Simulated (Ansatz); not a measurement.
Frontier orbitals of C₄H₁₁GaO, SMILES `[GaH3-][O+]1CCCC1`.

Charge 0, multiplicity 1. Correlated methods include outer-core shells of Ga, which these sets cover unevenly. Scalar relativity is left out up to krypton. Geometry: relaxed with PBE0-D4/def2-TZVP. Basis def2-TZVPP, Ansatz.

(1) Compute the vertical ionisation energy as the energy of the cation minus that of the neutral molecule, at each level. (An estimate is asked.)

Answers

(1) Computed: 
```tsv
level	IE (eV)	difference from CCSD(T)/def2-TZVPP
PBE-D4/def2-TZVPP	9.23	-0.73
r2SCAN-D4/def2-TZVPP	9.40	-0.56
PBE0-D4/def2-TZVPP	9.63	-0.33
B3LYP-D4/def2-TZVPP	9.67	-0.29
ωB97X-V/def2-TZVPP	9.95	-0.01
ωB97M-V/def2-TZVPP	9.90	-0.06
B2PLYP/def2-TZVPP	9.75	-0.21
HF/def2-TZVPP	9.28	-0.68
MP2/def2-TZVPP	9.99	0.03
CCSD/def2-TZVPP	9.99	0.03
CCSD(T)/def2-TZVPP	9.96	0.00
HF/def2-QZVPP	9.26	-0.70
MP2/def2-QZVPP	10.02	0.06
```

B3LYP here is the variant with VWN-RPA as its local correlation; programs differ in this.
